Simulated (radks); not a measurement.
Task: All-electron calculation, scalar-relativistic Kohn-Sham, LDA (Slater exchange, Perdew-Wang correlation), spin-polarised, spherical densities, finite nucleus; open shells are filled with parallel spins first (spin-orbit coupling, left out, can overturn this in heavy ions); Fermi nuclear charge, rms radius of each element as measured or else 0.836 A^(1/3) + 0.57 fm. Program: a radial shooting solver on a logarithmic mesh with Libxc functionals. Response by self-consistent Sternheimer equations with the Hartree and adiabatic LDA kernel, the relativistic mass of each level held fixed and spin-orbit coupling left out. For heavy and open-shell atoms this level of theory can miss by tens of per cent. Rank As, In2+, Li+, Ni+, Kr, Ba3+ (NIST ground configurations) by static dipole polarisability, largest first.

Result: As 33.23, Kr 18.08, In2+ 12.71, Ni+ 9.239, Ba3+ 8.263, Li+ 0.2150 bohr^3.
